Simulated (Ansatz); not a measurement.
```yaml
atoms:
  - { symbol: Ti, position_ang: [0.0000, 0.0000, 0.0000] }
  - { symbol: Cl, position_ang: [1.3436, 1.3436, 1.3436] }
  - { symbol: Cl, position_ang: [1.3436, -1.3436, -1.3436] }
  - { symbol: Cl, position_ang: [-1.3436, 1.3436, -1.3436] }
  - { symbol: Cl, position_ang: [-1.3436, -1.3436, 1.3436] }
```

Basis set: 6-31G* (spherical functions). Frozen core: 25 orbitals. Charge 0, multiplicity 1.

Computed with Ansatz (development build ahead of 0.2.0); each method stands on the lowest determinant of its kind that the runs found. Restricted open shells among the atoms or ions are ROHF, correlated in semicanonical orbitals with singles.

(1) Give the atomization energy at this shape (free ground-state atoms in the same class of orbitals less the molecule, no zero-point energy) of singlet TiCl4 by RHF-MP2, RHF.

## Answers

(1)

| method | atomization energy |
| --- | --- |
| RHF-MP2 | 15.94 eV |
| RHF | 9.69 eV |

Caution: no unrestricted run beside it, a lower state can exist; other spin multiplicities were not run; the shape is not the minimum.
